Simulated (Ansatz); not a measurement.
`[F][GeH2][SH]` → H₂ + `[F][Ge][SH]` at 298.15 K and 1 bar (germylene formation by 1,1-elimination).

Program: Ansatz. Geometries: PBE0-D4/def2-TZVP. ΔE: electronic, gas phase. CCSD(T)/CBS is the MP2 limit (def2-TZVPP, def2-QZVPP) plus CCSD(T) − MP2 in def2-TZVPP, frozen cores. This one scheme is used for every species. For Ge outer-core shells are correlated without core-valence functions, which leaves a few kJ/mol of doubt a bond. Scalar relativity is left out up to krypton. Each species was taken in one conformer, which may not be the lowest.

```json
{"species": "`[F][GeH2][SH]`", "CCSD(T)/CBS energy (Eh)": "-2575.53651", "H − E (kJ/mol)": "88.3", "S (J/(mol·K))": "306.6"}
{"species": "H₂", "CCSD(T)/CBS energy (Eh)": "-1.17544", "H − E (kJ/mol)": "35.1", "S (J/(mol·K))": "130.4"}
{"species": "`[F][Ge][SH]`", "CCSD(T)/CBS energy (Eh)": "-2574.33845", "H − E (kJ/mol)": "43.8", "S (J/(mol·K))": "295.9"}
```

H − E and S are ideal-gas, rigid-rotor, harmonic terms from PBE0-D4/def2-TZVP, for one conformer and one mirror image of each species. The MP2-based limit puts H₂ 0.8 mEh under its directly extrapolated value; such offsets cancel only in part. 1 Eh = 2625.50 kJ/mol, R = 8.31446 J/(mol·K).

Problem. By hand: ΔE, ΔH, ΔS and ΔG.

Solution. ΔE = (-1.17544) + (-2574.33845) − (-2575.53651) = 0.02262 Eh = 59.4 kJ/mol. Δ(H − E) = 35.1 + 43.8 − 88.3 = -9.4, so ΔH = 50.0 kJ/mol. ΔS = 130.4 + 295.9 − 306.6 = 119.7 J/(mol·K). ΔG = 50.0 − 298.15 × (119.7)/1000 = 14.3 kJ/mol.

Problem. By hand: the equilibrium constant, and the temperature at which ΔG would vanish if ΔH and ΔS stayed fixed.

Solution. log₁₀ K = −ΔG/(RT ln 10) = -2.5. ΔG = 0 at ΔH/ΔS = 418 K.

The number of gas molecules changes by +1, which sets the sign of ΔS. A doubt of 5 kJ/mol in ΔE shifts log₁₀ K by 0.9 here. Other conformers and mirror images would add mixing entropy, several J/(mol·K) or more a flexible species. These are equilibria of isolated gas molecules and say nothing of rates. Largest T1 diagnostic: 0.015 (customary marks: 0.02 for closed shells, 0.045 for open ones).
